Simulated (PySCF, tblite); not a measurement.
C₄H₁₁PSSi.
Structure used (GFN2-xTB), in Å, numbered top down from 1:
```
atom  x, y, z in Å
C1    -1.951   -0.517   -1.198
C2    -1.439   -0.593    0.233
P3    -0.543    0.967    0.642
S4    -1.542    2.632    0.677
C5     0.890    0.600    1.696
C6     1.220    0.843    0.198
Si7    2.030   -0.525   -0.820
H8    -2.566   -1.384   -1.433
H9    -1.117   -0.478   -1.898
H10   -2.552    0.382   -1.330
H11   -2.274   -0.669    0.936
H12   -0.770   -1.441    0.380
H13    1.038   -0.405    2.067
H14    1.212    1.364    2.394
H15    1.645    1.829    0.020
H16    1.753   -0.284   -2.234
H17    1.493   -1.828   -0.416
H18    3.463   -0.486   -0.533
```

Computed, not measured: CAM-B3LYP/def2-SVPD in PySCF (dipole) on a GFN2-xTB geometry, gas phase.

Take the most abundant isotopes and a rigid rotor. The values belong to one conformer with, in the numbering `[CH3:1][CH2:2][P@@:3]1(=[S:4])[CH2:5][C@H:6]1[SiH3:7]`, C1–C2–P3–S4 65°.

Q: What are A, B and C (cm⁻¹)?

A: Ia = 250.91, Ib = 489.97, Ic = 622.18 u·Å²; 505379 MHz·u·Å²/I gives 2014, 1031 and 812.3 MHz, that is A = 0.06719, B = 0.03441, C = 0.02709 cm⁻¹.

Q: Classify the top.

A: An asymmetric top; Ray's κ = -0.635.

Q: Is it planar, by Δ = Ic − Ia − Ib?

A: Not planar: Δ = Ic − Ia − Ib = -118.70 u·Å². For a rigid frame Δ = −2 Σ m c², so Σ m c² = 59.35 u·Å² lies off the ab plane: 16.39 from hydrogen and 42.95 from heavier atoms. The atom farthest from that plane is 2.00 Å away.

Q: Give the other two planar moments, Paa and Pbb, and the rms extents of the mass along the axes.

A: Paa = Σ m a² = (Ib + Ic − Ia)/2 = 430.62 and Pbb = Σ m b² = (Ia + Ic − Ib)/2 = 191.56 u·Å². With the mass M = 150.01 u, the rms extents √(P/M) along a, b and c are 1.69, 1.13, 0.63 Å.

Q: Where do the levels up to J = 2 lie, in MHz?

A: Above 0(0,0):
J = 1: 1(0,1) 1844, 1(1,1) 2826, 1(1,0) 3046
J = 2: 2(0,2) 5498, 2(1,2) 6295, 2(1,1) 6952, 2(2,1) 9901, 2(2,0) 9933
Those of J = 1 are B + C, A + C and A + B.

Q: Predict some low-J microwave lines.

A: The dipole components are |μa| = 3.77 D, |μb| = 1.32 D, |μc| = 1.70 D. The squared components, which scale the intensities, stand as 1.00 : 0.12 : 0.20 (a : b : c). Some lines, for components of 0.1 D or more:

```json
{"type": "b", "branch": "Q", "J(Ka,Kc)": "1(1,0) ← 1(0,1)", "MHz": "1202", "lower level (cm⁻¹)": "0.061"}
{"type": "b", "branch": "R", "J(Ka,Kc)": "5(3,2) ← 4(4,1)", "MHz": "1790", "lower level (cm⁻¹)": "1.199"}
{"type": "c", "branch": "Q", "J(Ka,Kc)": "4(2,3) ← 4(1,3)", "MHz": "2253", "lower level (cm⁻¹)": "0.685"}
{"type": "b", "branch": "Q", "J(Ka,Kc)": "4(1,3) ← 4(0,4)", "MHz": "2541", "lower level (cm⁻¹)": "0.600"}
{"type": "b", "branch": "Q", "J(Ka,Kc)": "5(2,3) ← 5(1,4)", "MHz": "2767", "lower level (cm⁻¹)": "1.005"}
{"type": "a", "branch": "Q", "J(Ka,Kc)": "5(1,4) ← 5(1,5)", "MHz": "3204", "lower level (cm⁻¹)": "0.898"}
{"type": "a", "branch": "R", "J(Ka,Kc)": "2(1,2) ← 1(1,1)", "MHz": "3468", "lower level (cm⁻¹)": "0.094"}
{"type": "b", "branch": "Q", "J(Ka,Kc)": "4(3,1) ← 4(2,2)", "MHz": "5135", "lower level (cm⁻¹)": "0.775"}
{"type": "a", "branch": "R", "J(Ka,Kc)": "3(0,3) ← 2(0,2)", "MHz": "5405", "lower level (cm⁻¹)": "0.183"}
{"type": "b", "branch": "Q", "J(Ka,Kc)": "5(3,3) ← 5(2,4)", "MHz": "5720", "lower level (cm⁻¹)": "1.065"}
{"type": "b", "branch": "R", "J(Ka,Kc)": "5(1,4) ← 4(2,3)", "MHz": "7336", "lower level (cm⁻¹)": "0.760"}
{"type": "b", "branch": "R", "J(Ka,Kc)": "4(1,4) ← 3(0,3)", "MHz": "7454", "lower level (cm⁻¹)": "0.364"}
{"type": "c", "branch": "Q", "J(Ka,Kc)": "4(4,1) ← 4(3,1)", "MHz": "7574", "lower level (cm⁻¹)": "0.946"}
{"type": "b", "branch": "Q", "J(Ka,Kc)": "4(4,1) ← 4(3,2)", "MHz": "7596", "lower level (cm⁻¹)": "0.945"}
{"type": "a", "branch": "R", "J(Ka,Kc)": "4(2,2) ← 3(2,1)", "MHz": "7640", "lower level (cm⁻¹)": "0.520"}
{"type": "b", "branch": "R", "J(Ka,Kc)": "5(1,5) ← 4(0,4)", "MHz": "8926", "lower level (cm⁻¹)": "0.600"}
{"type": "b", "branch": "R", "J(Ka,Kc)": "3(2,1) ← 2(1,2)", "MHz": "9296", "lower level (cm⁻¹)": "0.210"}
{"type": "b", "branch": "Q", "J(Ka,Kc)": "5(5,1) ← 5(4,2)", "MHz": "9764", "lower level (cm⁻¹)": "1.509"}
{"type": "b", "branch": "R", "J(Ka,Kc)": "4(2,3) ← 3(1,2)", "MHz": "9991", "lower level (cm⁻¹)": "0.427"}
{"type": "b", "branch": "R", "J(Ka,Kc)": "3(3,1) ← 2(2,0)", "MHz": "10979", "lower level (cm⁻¹)": "0.331"}
{"type": "c", "branch": "R", "J(Ka,Kc)": "3(3,1) ← 2(2,1)", "MHz": "11012", "lower level (cm⁻¹)": "0.330"}
{"type": "b", "branch": "R", "J(Ka,Kc)": "4(2,2) ← 3(1,3)", "MHz": "11753", "lower level (cm⁻¹)": "0.383"}
{"type": "b", "branch": "R", "J(Ka,Kc)": "4(3,1) ← 3(2,2)", "MHz": "12934", "lower level (cm⁻¹)": "0.515"}
{"type": "c", "branch": "R", "J(Ka,Kc)": "5(2,4) ← 4(1,4)", "MHz": "13570", "lower level (cm⁻¹)": "0.612"}
{"type": "b", "branch": "R", "J(Ka,Kc)": "4(4,0) ← 3(3,1)", "MHz": "15028", "lower level (cm⁻¹)": "0.698"}
{"type": "b", "branch": "R", "J(Ka,Kc)": "5(4,1) ← 4(3,2)", "MHz": "16889", "lower level (cm⁻¹)": "0.945"}
{"type": "c", "branch": "R", "J(Ka,Kc)": "5(5,0) ← 4(4,0)", "MHz": "19055", "lower level (cm⁻¹)": "1.199"}
```

Q: Estimate the classical rotational partition function at 10 K, 50 K and 500 K.

A: Point group C1, symmetry number σ = 1; q = (√π/σ)·√((kT/h)³/(ABC)), k/h = 20836.6 MHz/K: 4100 at 10 K, 45900 at 50 K, 1450000 at 500 K.

Its GFN2-xTB frequencies are all real (lowest 40 cm⁻¹). These are rigid-rotor constants of the computed structure; measured ground-state constants (B0) also hold zero-point vibration. A rigid rotor knows nothing of internal rotation, which can split or shift real lines.

The run took about 2.4 min of CPU time (one thread, shared machine). This is the CAM-B3LYP/def2-SVPD job that gave the dipole, with the excitations it also computed.
